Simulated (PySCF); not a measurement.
The dipole of `O=C([C@@H]1C[C@]1(C1CC1)[SiH3])C` from its density and from atomic charges.

Coordinates (GFN2-xTB, Å) and charges (e) from the PBE0/pcSseg-1 density (PySCF):

```
atom       x       y       z  Mulliken      IAO  Hirshfeld  ESP-fitted
  C1  -2.462  -1.462  -1.444   -0.2173  -0.4708    -0.1183     -0.6752
  C2  -1.658  -0.262  -1.013   +0.2674  +0.3944    +0.1800     +0.7431
  O3  -1.732   0.794  -1.617   -0.4296  -0.4238    -0.1801     -0.5026
  C4  -0.786  -0.398   0.150   -0.2979  -0.2021    -0.0563     -0.2826
  C5  -0.936   0.647   1.241   -0.0283  -0.2531    -0.0752     -0.4238
  C6   0.242   0.704   0.336   -0.5231  -0.2282    -0.0671     -0.0330
 Si7   0.250   2.073  -0.992   +0.6615  +0.6289    +0.2696     +0.4284
  C8   1.585   0.346   0.887   -0.1830  -0.1273    -0.0361     -0.0571
  C9   2.400  -0.753   0.274   -0.1725  -0.2933    -0.0903     -0.3351
 C10   1.868  -0.904   1.668   -0.2042  -0.3009    -0.0911     -0.2877
 H11  -2.296  -2.320  -0.802   +0.1221  +0.1490    +0.0495     +0.1587
 H12  -2.202  -1.714  -2.471   +0.1496  +0.1768    +0.0613     +0.1954
 H13  -3.519  -1.200  -1.436   +0.1498  +0.1774    +0.0613     +0.1955
 H14  -0.569  -1.410   0.466   +0.1221  +0.1435    +0.0477     +0.1843
 H15  -0.806   0.300   2.258   +0.1333  +0.1540    +0.0516     +0.1787
 H16  -1.727   1.371   1.117   +0.1364  +0.1527    +0.0477     +0.1899
 H17  -0.834   3.027  -0.814   -0.0910  -0.1213    -0.0842     -0.0833
 H18   1.485   2.810  -0.639   -0.1452  -0.1682    -0.1096     -0.1957
 H19   0.508   1.545  -2.327   -0.0897  -0.1227    -0.0879     -0.0973
 H20   2.135   1.225   1.202   +0.1273  +0.1517    +0.0463     +0.1467
 H21   1.940  -1.339  -0.508   +0.1267  +0.1446    +0.0429     +0.1349
 H22   3.460  -0.604   0.135   +0.1309  +0.1504    +0.0481     +0.1525
 H23   1.078  -1.618   1.843   +0.1256  +0.1363    +0.0415     +0.1242
 H24   2.563  -0.837   2.491   +0.1290  +0.1521    +0.0483     +0.1411
```

Question: Form Σ q r in debye for every column and set it beside the full dipole.

Answer: The full density gives (-0.71, -3.18, 1.65) D, 3.65 D in size; dipole vectors point from the negative to the positive end.

```
    scheme     μx     μy    μz  size (D)  share of the full size (%)  angle to the full dipole (°)
  Mulliken  -1.19  -3.02  0.66      3.32                          91                            17
       IAO  -0.50  -2.53  1.20      2.85                          78                             2
 Hirshfeld  -1.00  -2.45  0.83      2.77                          76                            13
ESP-fitted  -0.70  -3.17  1.67      3.65                         100                             0
```

Question: Which set comes closest?

Answer: Length of the difference vector: ESP-fitted 0.03 D, IAO 0.81 D, Mulliken 1.11 D, Hirshfeld 1.14 D. Closest: ESP-fitted. ESP charges are fitted to the potential around the molecule, whose slowest-falling term is the dipole's. The schemes that divide the density aren't constrained to reproduce the dipole.

Question: What is left for the Hirshfeld atoms' own dipoles?

Answer: The Hirshfeld atoms' densities add up to the full density, so μ = Σ q r + Σ (atomic dipoles). The atomic dipoles sum to (-0.71, -3.18, 1.65) − (-1.00, -2.45, 0.83) = (0.29, -0.73, 0.82) D, 1.14 D in size.

Question: With the origin at the mean of the coordinates, (0.000, 0.001, 0.000) Å, which are the largest single terms, by size, of the Mulliken dipole along the direction of the full one?

Answer: Si7 -7.31, O3 +2.24, H18 +2.11, C6 +1.27, H17 +1.24 D; all 24 atoms together +3.16 D. The single terms depend on the origin, their sum doesn't.

Question: Give the size of the full dipole in other units.

Answer: 3.65 D = 1.438 au = 0.761 e·Å = 12.19 × 10⁻³⁰ C·m.

Isolated species at its GFN2-xTB geometry (one conformer only). GFN2-xTB frequencies show an imaginary mode (113i cm⁻¹), so this geometry is no minimum at that level.

The values belong to the conformer `[CH3:1][C:2](=[O:3])[C@@H:4]1[CH2:5][C@@:6]1([SiH3:7])[CH:8]1[CH2:9][CH2:10]1`: C1–C2–C4–C5 -128°, C5–C6–C8–C9 123°.
